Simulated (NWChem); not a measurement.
All runs are NWChem calculations. System: CH$_{2}$ClF, charge 0, spin multiplicity 1, at a geometry optimised with PBE0/def2-SVP. The structure started from a generated list of species. Level: B3LYP/def2-TZVP, VWN1-RPA local correlation.

The NWChem input:

```
start mol
memory heap 200 mb stack 900 mb global 1100 mb
geometry units angstroms nocenter noautoz
  F      1.347113    -0.767198     0.000000
  C      0.688054     0.404833     0.000000
  Cl    -1.066476     0.148845     0.000000
  H      0.938872     0.972710     0.907841
  H      0.938872     0.972710    -0.907841
  symmetry group Cs
end
basis spherical
  * library def2-tzvp
end
dft
  xc b3lyp
  semidirect memsize 60000000 filesize 0
  iterations 100
end
task dft energy
```

Output (cleaned and shortened):

```
             Northwest Computational Chemistry Package (NWChem) 7.3.0
             --------------------------------------------------------

                                NWChem Input Module
                                -------------------

 Scaling coordinates for geometry "geometry" by  1.889725989
 (inverse scale =  0.529177249)

 Turning off AUTOSYM since
 SYMMETRY directive was detected!

                             Geometry "geometry" -> ""
                             -------------------------

 Output coordinates in angstroms (scale by  1.889725989 to convert to a.u.)

  No.       Tag          Charge          X              Y              Z
 ---- ---------------- ---------- -------------- -------------- --------------
    1 F                    9.0000     1.34711300    -0.76719800     0.00000000
    2 C                    6.0000     0.68805400     0.40483300     0.00000000
    3 Cl                  17.0000    -1.06647600     0.14884500     0.00000000
    4 H                    1.0000     0.93887200     0.97271000     0.90784100
    5 H                    1.0000     0.93887200     0.97271000    -0.90784100

 Effective nuclear repulsion energy (a.u.)     101.5275687802

            Nuclear Dipole moment (a.u.)
            ----------------------------
        X                 Y               Z
 ---------------- ---------------- ----------------
    -0.0000132281     0.0000018897     0.0000000000

      Symmetry information
      --------------------

 Group name             Cs
 Group number              2
 Group order               2
 No. of unique centers     4

      Symmetry unique atoms

     1    2    3    4


 Summary of "ao basis" -> "" (spherical)
 ------------------------------------------------------------------------------
       Tag                 Description            Shells   Functions and Types
 ---------------- ------------------------------  ------  ---------------------
 *                         def2-tzvp                  on all atoms

                                 NWChem DFT Module
                                 -----------------
[...]
 Vector   17  Occ=2.000000D+00  E=-3.138623D-01  Symmetry=a"
              MO Center= -6.9D-01,  2.2D-01,  4.4D-15, r^2= 1.9D+00
   Bfn.  Coefficient  Atom+Function         Bfn.  Coefficient  Atom+Function
  ----- ------------  ---------------      ----- ------------  ---------------
    79      0.493422  3 Cl pz                82      0.349434  3 Cl pz
    76      0.246334  3 Cl pz                70     -0.195227  3 Cl pz
    39     -0.134196  2 C  pz               101     -0.131519  4 H  s
   107      0.131519  5 H  s                  8      0.098195  1 F  pz
   102     -0.096175  4 H  s                108      0.096175  5 H  s

 Vector   18  Occ=0.000000D+00  E= 1.260600D-02  Symmetry=a'
              MO Center= -7.1D-02,  4.6D-01,  2.1D-15, r^2= 3.6D+00
   Bfn.  Coefficient  Atom+Function         Bfn.  Coefficient  Atom+Function
  ----- ------------  ---------------      ----- ------------  ---------------
    36      1.085855  2 C  s                102     -0.753263  4 H  s
   108     -0.753263  5 H  s                 80     -0.638903  3 Cl px
    67     -0.620240  3 Cl s                 35      0.613183  2 C  s
    43     -0.363006  2 C  px                40     -0.344049  2 C  px
    77     -0.287521  3 Cl px                37     -0.263038  2 C  px

 Vector   19  Occ=0.000000D+00  E= 5.119204D-02  Symmetry=a'
              MO Center=  5.6D-01,  5.3D-01,  5.1D-15, r^2= 4.4D+00
   Bfn.  Coefficient  Atom+Function         Bfn.  Coefficient  Atom+Function
  ----- ------------  ---------------      ----- ------------  ---------------
   102     -1.645321  4 H  s                108     -1.645321  5 H  s
    36      1.601495  2 C  s                 44      1.197241  2 C  py
    43      0.484606  2 C  px                80      0.471737  3 Cl px
     5      0.410700  1 F  s                 67      0.411192  3 Cl s
    38      0.233521  2 C  py                12     -0.225325  1 F  px

 Vector   20  Occ=0.000000D+00  E= 7.389520D-02  Symmetry=a'
              MO Center=  7.1D-01,  6.5D-01,  1.4D-11, r^2= 3.7D+00
   Bfn.  Coefficient  Atom+Function         Bfn.  Coefficient  Atom+Function
  ----- ------------  ---------------      ----- ------------  ---------------
     5      1.054924  1 F  s                 36     -1.005520  2 C  s
    43     -0.909913  2 C  px                44      0.722028  2 C  py
   102      0.641411  4 H  s                108      0.641411  5 H  s
    35     -0.488360  2 C  s                 13      0.372474  1 F  py
    67     -0.338547  3 Cl s                 81     -0.303365  3 Cl py

 center of mass
 --------------
 x =  -0.04312334 y =  -0.07093695 z =   0.00000000

 moments of inertia (a.u.)
 ------------------
          62.123366836274          71.638096343772           0.000000000000
          71.638096343772         297.586905111527           0.000000000000
           0.000000000000           0.000000000000         347.845418586995

     Multipole analysis of the density
     ---------------------------------

     L   x y z        total         alpha         beta         nuclear
     -   - - -        -----         -----         ----         -------
     0   0 0 0     -0.000000    -17.000000    -17.000000     34.000000

     1   1 0 0      0.322932      0.161473      0.161473     -0.000013
     1   0 1 0      0.614342      0.307170      0.307170      0.000002
     1   0 0 1     -0.000000     -0.000000     -0.000000      0.000000

     2   2 0 0    -18.365105    -81.088075    -81.088075    143.811045
     2   1 1 0      1.701475     16.031891     16.031891    -30.362306
     2   1 0 1     -0.000000     -0.000000     -0.000000      0.000000
     2   0 2 0    -17.945377    -24.238337    -24.238337     30.531297
     2   0 1 1      0.000000      0.000000      0.000000      0.000000
     2   0 0 2    -17.377615    -11.631990    -11.631990      5.886366

 Task  times  cpu:        3.4s     wall:        3.4s

 Total times  cpu:        3.4s     wall:        3.4s
```
